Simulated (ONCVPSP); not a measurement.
**Cutoff test, nitrogen (N), ONCV**

nitrogen (N), optimised norm-conserving Vanderbilt (ONCV), made with ONCVPSP 4.0.1 (LDA (Perdew-Wang 92), scalar-relativistic). Core [He], reference 2s2 2p2.75 (charge +0.25). Waves: 2s: rc 0.75 bohr, ncon 5, nbas 8, qcut 8.9 1/bohr, local; 2p: rc 1.30 bohr, ncon 4, nbas 8, qcut 12.8 1/bohr, 2 projectors, debl 1.9 Ha. Local part: the s channel. Core correction: polynomial model core, fcfact 0.35.

Q: For each optimised wave give the share of its norm inside rc, the residual kinetic energy above qcut (Ha) and the cutoffs (Ha) for errors of 10, 1, 0.1 and 0.01 mHa per electron.

A:

| wave | norm inside rc | residual KE | 10 mHa | 1 mHa | 0.1 mHa | 0.01 mHa |
| --- | --- | --- | --- | --- | --- | --- |
| 2s | 0.147 | 5.5e-03 | 20.1 | 228.2 | 289.5 | 325.8 |
| 2p | 0.526 | 1.8e-09 | 28.9 | 41.3 | 51.6 | 60.3 |
| p projector 2 | 0.086 | 4.8e-09 | 27.2 | 40.7 | 52.0 | 61.3 |

The occupied waves need 228 Ha and 290 Ha for 1 and 0.1 mHa.
